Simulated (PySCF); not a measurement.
A geometry optimisation on `C[Te](C)=O`.

Computed with PBE0-D3(BJ)/def2-SVP geometry optimisation, gas phase, def2 core potentials past Kr (PySCF 2.14.0). Start geometry: GFN2-xTB. A driver script takes a list of jobs; this job's settings line and coordinates (Å) are shown.

Input:
```
{"job": {"xc": "PBE0", "basis": "def2-SVP", "d3": "d3bj", "grid": 1, "maxiter": 30, "shake": 0.01, "kind": "geom"}, "charge": 0, "multiplicity": 1}
C      1.583190    -0.148070    -0.078310
Te    -0.031190     1.229560     0.442140
C     -1.508800    -0.346190     0.338150
O     -0.274480     2.018420    -1.151900
H      1.629600    -0.931210     0.630090
H      1.338510    -0.506220    -1.072380
H      2.502050     0.429430    -0.111250
H     -2.446590     0.085260     0.554120
H     -1.261190    -1.116320     1.082740
H     -1.480660    -0.735590    -0.654440
```

Output:
```
step   0  E = -422.69854625  max force = 0.031849
step   1  E = -422.70359565  max force = 0.008439
step   2  E = -422.70388304  max force = 0.003207
step   3  E = -422.70390927  max force = 0.000230
step   4  E = -422.70391595  max force = 0.000644
step   5  E = -422.70392748  max force = 0.001150
step   6  E = -422.70393506  max force = 0.000819
step   7  E = -422.70394876  max force = 0.000305
optimisation converged
```

Energies in Eh; «max force» is the largest Cartesian gradient component in Eh/bohr.

Q: How much energy does the optimisation release, in eV?

A: E(step 0) − E(last step) = 0.005403 Eh, which is 0.147 eV.

Q: Give the first gradient maximum in eV/Å.

A: With 1 Eh/bohr = 51.422 eV/Å, 1.638 eV/Å.

Summary of the converged run: final energy -422.70395 Eh after 7 steps; dipole 4.49 D.

Q: Give the final coordinates.

A: 0.085 Å rms from the input after alignment:
```
atom  x, y, z in Å
C1     1.5187   -0.1577   -0.0693
Te2   -0.0229    1.3113    0.2712
C3    -1.5279   -0.2287    0.3706
O4    -0.2973    2.0048   -1.4069
H5     1.4787   -0.9359    0.7061
H6     1.3331   -0.5808   -1.0661
H7     2.4952    0.3444   -0.0533
H8    -2.4836    0.2361    0.6473
H9    -1.2523   -0.9982    1.1052
H10   -1.5992   -0.6519   -0.6410
```

Q: Estimate the wall time. Hardware: one thread of an Arm Neoverse V1, no GPU, shared host with 32 logical CPUs at a one-minute load of 13. And the peak memory of the process?

A: About 33 s, with 0.41 GiB resident at the peak, the Python interpreter and its libraries included.
Labels such as C1 count atoms from 1, the log's own numbers from 0.
